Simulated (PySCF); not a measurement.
Compound: C7H9OPSi.
Z-matrix (Å and degrees, PBE0-D3(BJ)/def2-SVP geometry), rows numbered from 1:
```
C 
C   1  1.5096
P   2  1.7530  1  113.36
C   3  1.7325  2  101.97  1  -179.51
C   4  1.3826  3  124.41  2     1.69
C   5  1.4010  4  123.56  3    -1.67
C   6  1.4863  5  115.47  4   177.54
O   7  1.2050  6  124.48  5     4.10
C   2  1.4087  1  122.14  3  -179.91
Si  9  1.9128  2  119.72  1    -3.98
H   1  1.1010  2  111.82  3   127.63
H   1  1.1016  2  111.73  3  -111.99
H   1  1.1000  2  110.75  3     7.72
H   4  1.0952  3  117.13  2  -179.66
H   5  1.0947  4  120.53  3   177.91
H   7  1.1187  6  115.63  5  -174.87
H  10  1.4876  9  110.56  2   -13.88
H  10  1.4925  9  110.59  2  -132.71
H  10  1.4951  9  110.87  2   106.46
```

Level: PBE0/pcSseg-1 in PySCF, non-relativistic, on one gas-phase PBE0-D3(BJ)/def2-SVP geometry that isn't relaxed in the solvent. The solvent is an IEF-PCM continuum (Bondi radii, 1.10 Å for H, scaled by 1.2). Specific hydrogen bonds and non-electrostatic terms are outside this model.

Gas phase at PBE0/pcSseg-1: HOMO -7.45 eV, LUMO -2.66 eV, dipole 2.49 D.

What does the continuum do to the energy, the frontier levels and the dipole at PBE0/pcSseg-1 in methanol and acetonitrile?

```json
{"solvent": "methanol", "ε": "32.61", "E(solvent) − E(gas) (kcal/mol)": "-4.72", "polarisation term (kcal/mol)": "-5.45", "distortion of the solute (kcal/mol)": "0.73", "HOMO (eV)": "-7.34", "LUMO (eV)": "-2.60", "dipole (D)": "3.30"}
{"solvent": "acetonitrile", "ε": "35.69", "E(solvent) − E(gas) (kcal/mol)": "-4.74", "polarisation term (kcal/mol)": "-5.47", "distortion of the solute (kcal/mol)": "0.73", "HOMO (eV)": "-7.34", "LUMO (eV)": "-2.60", "dipole (D)": "3.30"}
```

Polarisation term: ½ Σ q·V over the induced surface charges. Distortion: the rise of the solute's own energy as its density leaves the gas-phase optimum. From methanol to acetonitrile the lowering changes by a factor 1.00, Onsager's factor (ε − 1)/(2ε + 1) by 1.00 and ε itself by 1.1.

Which radius a makes the point-dipole formula ΔE = −[(ε − 1)/(2ε + 1)]·μ²/a³ give the value in acetonitrile, with the gas-phase dipole?

μ = 0.978 au and |ΔE| = 0.00756 Eh give a = 2.08 Å; the farthest nucleus lies 3.80 Å from the centroid of the nuclei, so such a sphere wouldn't even hold the nuclei. The formula assumes a rigid point dipole at the centre of a sphere.

Which IAO charges (PBE0/pcSseg-1) respond most in acetonitrile (means over atoms taken as equivalent)?

```json
{"atoms": "O8", "environment": "aldehyde oxygen", "gas (e)": "-0.388", "solvent (e)": "-0.430", "change": "-0.042"}
{"atoms": "H16", "environment": "formyl hydrogen", "gas (e)": "+0.098", "solvent (e)": "+0.114", "change": "+0.016"}
{"atoms": "P3", "environment": "phosphorus bonded to 2 C", "gas (e)": "+0.383", "solvent (e)": "+0.370", "change": "-0.013"}
{"atoms": "H14", "environment": "aromatic hydrogen", "gas (e)": "+0.168", "solvent (e)": "+0.180", "change": "+0.012"}
{"atoms": "C7", "environment": "aldehyde carbon", "gas (e)": "+0.252", "solvent (e)": "+0.262", "change": "+0.010"}
{"atoms": "H11/H12/H13", "environment": "methyl hydrogen", "gas (e)": "+0.152", "solvent (e)": "+0.159", "change": "+0.007"}
```

How do the nuclear quadrupole coupling constants eQVzz/h respond in acetonitrile?

```json
{"nucleus": "17O at O8", "Q (barn)": "-0.0256", "gas (MHz)": "11.88", "solvent (MHz)": "11.56", "η gas": "0.52", "η solvent": "0.45"}
```
